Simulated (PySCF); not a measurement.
ZrCl3, SMILES [Cl][Zr+]([Cl])[Cl], charge +1, multiplicity 1.

The structure is a stationary point at B3LYP-D3(BJ)/def2-SVP. The spin state was assumed, not searched. The isomer is the one that the SMILES or the coordinates give; other isomers of the formula were not compared. The def2 effective core potentials stand for the cores of Zr; spin–orbit coupling is left out.

All values below come from B3LYP-D3(BJ)/def2-SVP in PySCF 2.14.0.

Frequencies are harmonic and unscaled.

Modes within 1.5 cm⁻¹ of each other (mostly degenerate sets) share a row, with their intensities summed.

Computed harmonic wavenumbers and intensities:
```csv
mode,ν (cm⁻¹),IR (km/mol),Raman (Å⁴/amu),depolarisation,moving atoms (share of kinetic energy)
1,90,13.7,1.2,0.60,"Cl 60 %, Zr 40 %"
2–3,111,2.6,8.7,0.75,"Cl 88 %, Zr 12 %"
4,433,8.5,22.7,0.04,"Cl 87 %, Zr 13 %"
5–6,468,200.7,6.5,0.75,"Cl 64 %, Zr 36 %"
```
